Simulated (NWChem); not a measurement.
System: C6H14B, doublet; SMILES C[CH]B(CC)CC

Output (shortened):

```
             Northwest Computational Chemistry Package (NWChem) 7.3.0
             --------------------------------------------------------

                             Geometry "geometry" -> ""
                             -------------------------

 Output coordinates in angstroms (scale by  1.889725989 to convert to a.u.)

  No.       Tag          Charge          X              Y              Z
 ---- ---------------- ---------- -------------- -------------- --------------
    1 C                    6.0000    -1.80088400     2.05302800     0.02282700
    2 C                    6.0000    -0.42090000     1.50289300     0.00094600
    3 B                    5.0000    -0.01184400     0.01144000     0.00645500
    4 C                    6.0000     1.51268500    -0.41277500    -0.01886900
    5 C                    6.0000     2.58312600     0.67035200    -0.05076300
    6 C                    6.0000    -1.14876800    -1.09675000     0.03794800
    7 C                    6.0000    -0.73563800    -2.56332400     0.04175700
    8 H                    1.0000    -2.58024800     1.27804200     0.04624000
    9 H                    1.0000    -1.95145400     2.71444200     0.89685500
   10 H                    1.0000    -1.98634500     2.69645900    -0.85790800
   11 H                    1.0000     0.36230200     2.27369000    -0.02211500
   12 H                    1.0000     1.63840600    -1.10034300    -0.87915100
   13 H                    1.0000     1.67167200    -1.08204500     0.85034800
   14 H                    1.0000     2.48480300     1.31293600    -0.94067300
   15 H                    1.0000     3.60144500     0.25046200    -0.06703000
   16 H                    1.0000     2.52015900     1.33010700     0.82973300
   17 H                    1.0000    -1.82457000    -0.89760700    -0.81799600
   18 H                    1.0000    -1.78964400    -0.88338700     0.91705800
   19 H                    1.0000    -1.60382000    -3.24109100     0.06497800
   20 H                    1.0000    -0.11066100    -2.80827900     0.91540800
   21 H                    1.0000    -0.14653700    -2.82295600    -0.85235100

 Effective nuclear repulsion energy (a.u.)     284.1508921929

  xc_inp: hfexch multiplicative factor not found.
                              NWChem Property Module
                              ----------------------

  itol2e modified to match energy
  convergence criterion.

                                 NWChem DFT Module
                                 -----------------

 Summary of "ao basis" -> "ao basis" (spherical)
 ------------------------------------------------------------------------------
       Tag                 Description            Shells   Functions and Types
 ---------------- ------------------------------  ------  ---------------------
 C                          def2-svp                 6       14   3s2p1d
 B                          def2-svp                 6       14   3s2p1d
 H                          def2-svp                 3        5   2s1p

  itol2e modified to match energy
  convergence criterion.

            General Information
            -------------------
          SCF calculation type: DFT
          Wavefunction type:  spin polarized.
          No. of atoms     :    21
          No. of electrons :    55
           Alpha electrons :    28
            Beta electrons :    27
          Charge           :     0
          Spin multiplicity:     2
          Use of symmetry is: off; symmetry adaption is: off
          Maximum number of iterations: 150
          AO basis - number of functions:   168
                     number of shells:    84
          Convergence on energy requested:  1.00D-07
          Convergence on density requested:  1.00D-05
          Convergence on gradient requested:  5.00D-04

              XC Information
              --------------
                     Hartree-Fock (Exact) Exchange  1.000

      Superposition of Atomic Density Guess
      -------------------------------------

 Sum of atomic energies:        -257.24276395

[...]

          -----------------------
          Electric field gradient
          -----------------------

 1 a.u. = 0.324123 10**(16) esu/cm**3  ( or statvolts/cm**2 ) = 0.97174 10**(22) v/m**2

 ------------------------------------------------------------
   Atom      X         Y         Z
 ------------------------------------------------------------
    1 C   -3.40318   3.87966   0.04314
 ------------------------------------------------------------

 Electric field gradient in molecular frame (a.u.)
         XX             YY             ZZ             XY             XZ             YZ
 ------------------------------------------------------------------------------------------
        0.026336       0.004649      -0.030985      -0.001907      -0.001127      -0.000290

 Principal components (a.u.) and orientation
 of principal axis w.r.t. absolute frame                      Asymmetry parameter eta
 --------------------------------------------------------------------------------------
       -0.031010       0.026523       0.004487                       0.710626

        0.019950       0.996063       0.086374
        0.009206      -0.086570       0.996203
        0.999759      -0.019079      -0.010897

 ------------------------------------------------------------
   Atom      X         Y         Z
 ------------------------------------------------------------
    2 C   -0.79539   2.84006   0.00179
 ------------------------------------------------------------

 Electric field gradient in molecular frame (a.u.)
         XX             YY             ZZ             XY             XZ             YZ
 ------------------------------------------------------------------------------------------
        0.074911       0.292554      -0.367466      -0.072947      -0.008103      -0.004764

 Principal components (a.u.) and orientation
 of principal axis w.r.t. absolute frame                      Asymmetry parameter eta
 --------------------------------------------------------------------------------------
       -0.367671       0.314749       0.052922                       0.712121

        0.019855      -0.290889       0.956551
        0.009408       0.956751       0.290754
        0.999759      -0.003227      -0.021733

 ------------------------------------------------------------
   Atom      X         Y         Z
 ------------------------------------------------------------
    3 B   -0.02238   0.02162   0.01220
 ------------------------------------------------------------

 Electric field gradient in molecular frame (a.u.)
         XX             YY             ZZ             XY             XZ             YZ
 ------------------------------------------------------------------------------------------
        0.273709       0.244795      -0.518504       0.007033      -0.015201      -0.006832

 Principal components (a.u.) and orientation
 of principal axis w.r.t. absolute frame                      Asymmetry parameter eta
 --------------------------------------------------------------------------------------
       -0.518854       0.275665       0.243189                       0.062594

        0.019097       0.973816      -0.226532
        0.008769       0.226401       0.973995
        0.999779      -0.020587      -0.004216

 ------------------------------------------------------------
   Atom      X         Y         Z
 ------------------------------------------------------------
    4 C    2.85856  -0.78003  -0.03566
 ------------------------------------------------------------

 Electric field gradient in molecular frame (a.u.)
         XX             YY             ZZ             XY             XZ             YZ
 ------------------------------------------------------------------------------------------
        0.167512      -0.044416      -0.123096      -0.093220      -0.004591       0.001106

 Principal components (a.u.) and orientation
 of principal axis w.r.t. absolute frame                      Asymmetry parameter eta
 --------------------------------------------------------------------------------------
        0.202748      -0.123171      -0.079577                       0.215016

        0.935545       0.018192       0.352738
       -0.352914       0.007491       0.935626
       -0.014379       0.999806      -0.013428

 ------------------------------------------------------------
   Atom      X         Y         Z
 ------------------------------------------------------------
    5 C    4.88140   1.26678  -0.09593
 ------------------------------------------------------------

 Electric field gradient in molecular frame (a.u.)
         XX             YY             ZZ             XY             XZ             YZ
 ------------------------------------------------------------------------------------------
        0.007031       0.007993      -0.015024       0.013178      -0.000574      -0.000476

 Principal components (a.u.) and orientation
 of principal axis w.r.t. absolute frame                      Asymmetry parameter eta
 --------------------------------------------------------------------------------------
        0.020714      -0.015040      -0.005674                       0.452138

        0.693989       0.020729       0.719687
        0.719687       0.008801      -0.694243
       -0.020725       0.999746      -0.008811

 ------------------------------------------------------------
   Atom      X         Y         Z
 ------------------------------------------------------------
    6 C   -2.17086  -2.07256   0.07171
 ------------------------------------------------------------

 Electric field gradient in molecular frame (a.u.)
         XX             YY             ZZ             XY             XZ             YZ
 ------------------------------------------------------------------------------------------
        0.083987       0.038829      -0.122816       0.138712      -0.005239      -0.004167

[...]
```

Level: UHF/def2-SVP. The geometry was optimised at PBE0/def2-SVP, spin-unrestricted. No frequency run checked for a minimum. No stability test was run on the SCF state. NWChem prints the field gradient with the sign opposite to the second derivative of the potential.

Reconstruct the input file.

This is not unique; one that fits is the input that was run:
```
start job
memory heap 200 mb stack 900 mb global 1100 mb
geometry units angstroms noautosym nocenter noautoz
  C     -1.800884     2.053028     0.022827
  C     -0.420900     1.502893     0.000946
  B     -0.011844     0.011440     0.006455
  C      1.512685    -0.412775    -0.018869
  C      2.583126     0.670352    -0.050763
  C     -1.148768    -1.096750     0.037948
  C     -0.735638    -2.563324     0.041757
  H     -2.580248     1.278042     0.046240
  H     -1.951454     2.714442     0.896855
  H     -1.986345     2.696459    -0.857908
  H      0.362302     2.273690    -0.022115
  H      1.638406    -1.100343    -0.879151
  H      1.671672    -1.082045     0.850348
  H      2.484803     1.312936    -0.940673
  H      3.601445     0.250462    -0.067030
  H      2.520159     1.330107     0.829733
  H     -1.824570    -0.897607    -0.817996
  H     -1.789644    -0.883387     0.917058
  H     -1.603820    -3.241091     0.064978
  H     -0.110661    -2.808279     0.915408
  H     -0.146537    -2.822956    -0.852351
end
basis spherical
  * library def2-svp
end
dft
  odft
  mult 2
  xc hfexch
  iterations 150
end
property
  efieldgrad
end
task dft property
```
